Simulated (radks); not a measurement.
All-electron atom: Nb7+ in [Ar] 3d10 4s2 4p4 (the NIST ground configuration). All-electron calculation, Dirac Kohn-Sham, PBE, spin-unpolarised, spherical densities, finite nucleus; open shells fill j = l - 1/2 first; Fermi nuclear charge, rms radius 4.324 fm. Program: a radial shooting solver on a logarithmic mesh with Libxc functionals.

X-ray form factor f0, the Fourier transform of the density (f0(0) = 34):

sin(theta)/lambda (1/angstrom)  f0 (electrons)
0.05                                    33.761
0.1                                     33.068
0.15                                    31.990
0.2                                     30.625
0.25                                    29.083
0.3                                     27.468
0.4                                     24.329
0.5                                     21.578
0.6                                     19.254
0.8                                     15.465
1                                       12.371
1.25                                     9.433
1.5                                      7.534
2                                        5.692
